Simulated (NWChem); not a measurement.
## Total energies of Cl$_{2}$Se

```xyz
3

Se     0.0000     0.0000    -0.6872
Cl    -1.7155     0.0000     0.6872
Cl     1.7155     0.0000     0.6872
```
Charge 0, spin multiplicity 1.

Everything below was run with NWChem. Structure: optimised with B3LYP/def2-SVP, a minimum by its harmonic frequencies.

Basis set: def2-SVP (68 functions).

```tsv
method	total energy (Ha)
RHF	-3318.23978
MP2	-3318.73400
B2PLYP	-3320.67677
PBE	-3320.63678
B3LYP	-3321.42706
M06-2X	-3321.36207
CCSD(T)	-3318.77456
```

Total energies of different functionals aren't comparable as a measure of quality: only differences taken within one method are. 

The Hamiltonian is non-relativistic. The correlated methods keep 19 core orbitals frozen. B3LYP has NWChem's definition, with VWN1-RPA local correlation. The structure started from a generated list of species. No row is a measurement; the coupled-cluster row has its own basis-set and correlation limits.
